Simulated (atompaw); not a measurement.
**An all-electron radial function and its pseudo partner (manganese (Mn))**

Columns: radius, all-electron u(r) and pseudo u(r) of the 4s shell (level -5.38 eV) of manganese in the configuration [Ar] 3d5 4s1.75 4p0.25; PBE, scalar-relativistic, PAW (atompaw) scheme, atompaw 4.2.0.5.

| r (bohr) | all-electron | pseudo |
| --- | --- | --- |
| 0.115 | 0.0886 | 0.0540 |
| 0.231 | 0.1437 | 0.1079 |
| 0.346 | -0.0196 | 0.1604 |
| 0.462 | -0.1824 | 0.2120 |
| 0.577 | -0.2636 | 0.2614 |
| 0.692 | -0.2641 | 0.3085 |
| 0.808 | -0.2067 | 0.3534 |
| 0.923 | -0.1171 | 0.3952 |
| 1.038 | -0.0137 | 0.4338 |
| 1.154 | 0.0922 | 0.4694 |
| 1.269 | 0.1914 | 0.5013 |
| 1.385 | 0.2816 | 0.5298 |
| 1.500 | 0.3597 | 0.5545 |
| 1.615 | 0.4259 | 0.5756 |
| 1.731 | 0.4812 | 0.5934 |
| 1.846 | 0.5253 | 0.6075 |
| 1.962 | 0.5601 | 0.6183 |
| 2.077 | 0.5859 | 0.6258 |
| 2.192 | 0.6042 | 0.6303 |
| 2.308 | 0.6158 | 0.6319 |
| 2.423 | 0.6216 | 0.6308 |
| 2.538 | 0.6224 | 0.6270 |
| 2.654 | 0.6189 | 0.6208 |
| 2.769 | 0.6118 | 0.6123 |
| 2.885 | 0.6015 | 0.6015 |
| 3.000 | 0.5888 | 0.5888 |

Q: How many radial nodes do the two functions have?

A: The all-electron 4s function has n − l − 1 = 3 (the table is too coarse to show those close to the nucleus); the pseudo-wave has 0, since the states of the same l below it are removed with the core.

Q: Is the pseudo-wave norm-conserving?

A: No, it belongs to a PAW set: the norm inside the radius is not constrained, and the difference is carried by the augmentation charge.
